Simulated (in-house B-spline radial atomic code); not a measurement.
Orbital energies and mean radii along the 58-electron series, configuration [Kr] 4d10 4f10 5s2. The effective charge is n√(-2ε), a non-relativistic measure. Computed with a B-spline radial code for spherical atoms: non-relativistic Hartree-Fock, average of the configuration, point nuclei.

This level leaves out relativity, spin-orbit splitting included, which matters for heavy ions.

| ion | Z | energy of 3s (Eh) | mean radius of 3s (bohr) | energy of 4s (Eh) | mean radius of 4s (bohr) | energy of 3p (Eh) | mean radius of 3p (bohr) | effective charge of 3s |
| --- | --- | --- | --- | --- | --- | --- | --- | --- |
| Er10+ | 68 | -80.368 | 0.24158 | -21.469 | 0.5418 | -73.396 | 0.23181 | 38.034 |
| Tm11+ | 69 | -84.293 | 0.23749 | -23.171 | 0.53056 | -77.172 | 0.22774 | 38.952 |
| Yb12+ | 70 | -88.345 | 0.23353 | -24.951 | 0.51969 | -81.074 | 0.22381 | 39.877 |
| Lu13+ | 71 | -92.523 | 0.2297 | -26.806 | 0.50918 | -85.102 | 0.22001 | 40.809 |

Task: How does the screening of 3s change?

Result: Z less the effective charge goes from 29.97 at Z = 68 to 30.19 at Z = 71.
